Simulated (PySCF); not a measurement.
**Checking a proposed structure**

A compound C$_{5}$H$_{13}$NOSi$_{2}$ gives the data below (simulated from a calculation) and was assigned the structure `C[SiH](C)/C=C\C(=O)N[SiH3]`.

$^{13}$C{$^{1}$H} NMR (computed): δ 217.5 (C), 158.4 (C), 146.2 (CH2), 36.8 (CH2), 5.4 (CH2).

$^{1}$H NMR (400 MHz, computed): δ 6.97 (m, 1H), 6.82 (m, 1H), 5.07 (s, 2H), 4.19 (t, 3H), 2.91 (t, 2H), 0.82 (m, 2H), 0.04 (br s, 2H).

Computed data (PySCF 2.14.0 with density-fitted response routines): GFN2-xTB structure, PBE0/pcSseg-1 with gauge-including orbitals. Fast rotation and ring inversion assumed for equivalent nuclei, a single conformation, no solvent, non-relativistic Hamiltonian.

Chemical shifts δ = σref − σ; $^{1}$H (σref 31.72), $^{13}$C (σref 186.93) against TMS, all at this level.

**Question.** Compare with the shifts computed for the proposed structure, pairing carbons in order of shift.

**Answer.** Mapped SMILES: `[CH3:1][SiH:2]([CH3:3])/[CH:4]=[CH:5]\[C:6](=[O:7])[NH:8][SiH3:9]`. Each H is labelled by its parent atom.

```tsv
atom	computed for proposal	given list	difference
C6	177.3	217.5	-40.2
C4	171.6	158.4	+13.2
C5	136.7	146.2	-9.5
C1	-2.4	36.8	-39.2
C3	-2.4	5.4	-7.8
```

The rms difference is 26.4 ppm and the largest -40.2 ppm at C6 (amide carbonyl carbon). The proposal also would give 4 carbon signals, not 5. The carbon types in order of shift don't match either: C, CH, CH, CH3, CH3 for the proposal against C, C, CH2, CH2, CH2 in the data. The proposal doesn't fit.

**Question.** Which isomer fits?

**Answer.** `C=C([SiH2]N)C(=O)CC[SiH3]`.

Carbon types of the structure: 2 × C, 3 × CH2, leaving 7 H on heteroatoms. δC 217.5: ketone carbonyl carbon; the double bond to the heteroatom, with no lone-pair donor beside it, deshields it most. δC 158.4: α carbon of a C=C–C=O unit; as expected for a trigonal carbon in a double bond. δC 146.2: β carbon of a C=C–C=O unit; conjugation with the carbonyl draws π density from the β position. δC 36.8: sp3 CH2 α to a carbonyl; α to the electron-withdrawing carbonyl group.

Other isomers checked: C#CC[Si](C)(C)O[SiH2]N (rms 94.8 ppm).

This is the structure that produced the data.

The OH or NH signal is concentration- and solvent-dependent in practice; the value given is the gas-phase one. Shifts are as computed. Against solution values, carbons near 30 ppm lie about +3 ppm off and those near 130 ppm about +5 ppm. Of 1309 compounds with measured shifts, 239 miss one by over three times the rms of a fit or turn the order of signals round; such compounds aren't used in these exercises. No couplings were computed; multiplicities are counted from neighbouring protons, with m where these are inequivalent, close in shift, in a saturated or five-membered ring or joined by F or P, and br s for small geminal =CH2 splittings.
